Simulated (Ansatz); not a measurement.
Reaction (SMILES): F[BH] (BH-F) → B atom + F atom + H atom
B3LYP-D3(BJ)/def2-TZVP geometries, fixed; electronic energies without zero-point terms.

Effect of the final integration grid (spheres per factor e of radius in core and valence, angular degree) at PBE/cc-pVTZ with Ansatz (a first-principles code), against the last row, where the atomisation energy is 243.14 kcal/mol. Open shells are unrestricted. The default's grid is 13, 11, 36.

```
setting                     largest shift of a total energy (mEh)  shift of the atomisation energy (kcal/mol)
--------------------------  -------------------------------------  ------------------------------------------
accuracy: medium (default)                                  0.000                                       0.000
final_grid: 4, 3, 11                                       -0.204                                      -0.334
final_grid: 6, 5, 17                                        0.074                                      -0.043
final_grid: 8, 7, 23                                       -0.001                                       0.001
final_grid: 10, 9, 29                                      -0.002                                       0.001
final_grid: 18, 15, 47                                      0.000                                       0.000
final_grid: 26, 22, 59                                      0.000                                       0.000
```

Within 0.1 kcal/mol in the atomisation energy: accuracy: medium (default); final_grid: 6, 5, 17; final_grid: 8, 7, 23; final_grid: 10, 9, 29; final_grid: 18, 15, 47. The largest shift is 0.204 mEh in a total energy and 0.334 kcal/mol in the difference.
